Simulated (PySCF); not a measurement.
Ionising RbMg

PBE; PySCF, scalar-relativistic core potentials, basis sets Rb def2-SVP with ECP28, Mg def2-SVP. Neutral (UKS): doublet (σ ↑), Re = 4.089 Å, ωe = 71.2 cm⁻¹, De = 0.18 eV, HOMO -2.46 eV, LUMO -1.90 eV.

RbMg⁺ (UKS): singlet (closed shell), Re = 3.955 Å, ωe = 83.5 cm⁻¹, De = 0.30 eV to Rb⁺ + Mg. The energies at the minima are -223.96009 hartree for RbMg and -223.80747 for RbMg⁺.

**Question.** Work out the adiabatic ionisation energy, without and with harmonic zero-point energies (1 hartree = 27.2114 eV, 1 eV = 8065.5 cm⁻¹), and the change of the bond length.

**Answer.** At PBE: 0.15262 hartree = 4.153 eV between the minima; the zero-point term (83.5 − 71.2)/2 cm⁻¹ = +0.001 eV makes it 4.154 eV. Re changes by -13.4 pm against the neutral. The electron leaves a σ orbital, and the shorter bond of the ion fits an antibonding orbital, or a change in how ionic the bond is.

Closed-shell solutions of metal pairs were not tested for spin polarisation, which can lower them a little. Weak bonds: RbMg, RbMg⁺. Basis-set superposition, not corrected here, can be much of De in a small basis, most of all at correlated wavefunction levels. For an ion De counts to the pair picked by the measured ionisation energies or electron affinities, which need not be the lowest pair at this level. States were picked by a PBE0 search and need not be the measured ground states.
